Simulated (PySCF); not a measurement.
A calculated (M06-2X, PySCF 2.14, x2c-TZVPall, the spin-free X2C one-electron Hamiltonian (Gaussian nucleus)) atom or ion has these occupied shells.

```
shell  electrons  orbital energy (eV)  rms radius, mean of both spins (bohr)
   1s          2             -15155.1                                 0.0464
   2s          2              -2059.3                                  0.193
   2p          6              -1828.7                                  0.171
   3s          2              -322.17                                  0.547
   3p          6              -247.55                                  0.559
   3d         10              -121.86                                  0.578
   4s          2              -42.809                                   1.57
   4p          6              -24.932                                   1.85
```

**Question.** Name the element and its charge.

**Answer.** Rb⁺ (rubidium, charge +1), in [Kr], closed-shell 1S.
